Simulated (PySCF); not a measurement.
Spinor energies of Ti (titanium, neutral)

Start: [Ar] 3d1 4s2 5s1; 3d5/2 filled at m_j = +5/2; 5s1/2 filled at m_j = +1/2. Calculated with PySCF 2.14 in x2c-SVPall-2c with one added diffuse shell each of s, d type (6s5p4d1f, 48 functions): generalised Hartree-Fock with the X2C-1e Hamiltonian and a Gaussian nucleus; one run each with spin-orbit coupling (SO) switched off, then screened by Boettger's factors. This is a chosen level, not necessarily the ground level.

```csv
spinor shell,electrons,"ε, spin-free (eV)","ε, screened SO (eV)",weight of nominal j (screened SO),"rms radius, screened SO (bohr)"
1s1/2,2,-5029.1,-5029.1,1.000,0.0805
2s1/2,2,-602.52,-602.53,1.000,0.350
2p1/2,2,-498.39,-502.27,0.997,0.318
2p3/2,4,-498.39,-496.49,0.999,0.321
3s1/2,2,-90.533,-90.536,1.000,1.07
3p1/2,2,-59.809,-60.201,0.726,1.16
3d5/2,1,-21.957,-21.937,1.000,1.44
4s1/2,2,-10.758,-10.758,0.999,3.44
5s1/2,1,-2.294,-2.295,1.000,9.61
```

Question: Where does 3p3/2 lie, and what is the 3p spin-orbit splitting (screened SO)?

Answer: At -59.621 eV, 0.580 eV above 3p1/2.

```csv
quantity,spin-free,screened SO
E (hartree),-852.34790,-852.35151
M_J,3,3
⟨J²⟩,12.013,12.013
⟨L²⟩,6.012,6.012
⟨S²⟩,2.001,2.002
```

Each row is a mean over spinors that exchange with the open shell spreads, by up to 5.245 eV (3p3/2).

Rows whose weight is well below 1 are mixtures of j = l ± 1/2: exchange outweighs spin-orbit coupling there, and the label is only the starting occupation.

Without spin-orbit coupling the j labels of p, d and f shells carry no meaning; the spin-free column gives the mean over the occupied spinors of each nl shell.
